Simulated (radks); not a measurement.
Values are calculated unless marked as measured or tabulated.
Removal energies from the germanium ion Ge+, [Ar] 3d10 4s2 4p1, by Delta-SCF beside the eigenvalue of the level emptied. Level of theory: scalar-relativistic Kohn-Sham, PBEsol, spin-polarised, spherical densities, finite nucleus; Fermi nuclear charge, rms radius of each element as measured or else 0.836 A^(1/3) + 0.57 fm (a radial shooting solver on a logarithmic mesh with Libxc functionals). Open shells are filled with parallel spins first.

| removed from | final configuration | Delta-SCF (eV) | -eigenvalue (eV) |
|---|---|---|---|
| 4p | [Ar] 3d10 4s2 | 15.707 | 11.693 |
| 4s | [Ar] 3d10 4s1 4p1 | 23.905 | 19.332 |
| 3d | [Ar] 3d9 4s2 4p1 | 48.484 | 38.238 |
| 3p | [Ne] 3s2 3p5 3d10 4s2 4p1 | 135.28 | 124.40 |
